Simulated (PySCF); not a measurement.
Substituent effects on chemical shifts

Parent skeleton `[CH2:1]=[CH:2][O:3][C:4]([CH3:5])=[O:6]`; one hydrogen on atom 2 is replaced by X. Hydrogens on one atom are averaged.

PySCF calculation with coordinates at the GFN2-xTB level and shielding tensors at PBE0/pcSseg-1 (GIAO); rapidly exchanging positions averaged, no relativistic terms, gas phase, a single conformation.

Scale: ¹³C and ¹H vs TMS; ¹⁷O against H2O (reference shieldings calculated alike).

Parent (X = H): C1 101.1, C2 149.3, O3 260.0, C4 172.4, C5 23.2, O6 448.2, H(C1) 4.95, H(C5) 2.14 ppm. Effects are Δδ = δ(X) − δ(H), positive for deshielding.

Problem. Order these by the shift of O3, most shielded first.
A. X = OC2H5
B. X = SSiH3
C. X = CH2OCH3

Solution. C (-3.4 ppm), A (+7.3 ppm), B (+33.5 ppm).

Unscaled 17O shifts of doubly bonded oxygen tend to come out too high, by tens of ppm or more. Experimental scales use liquid or dissolved standards, which lie at an offset from isolated H2O (liquid H2O: subtract about 36 ppm).
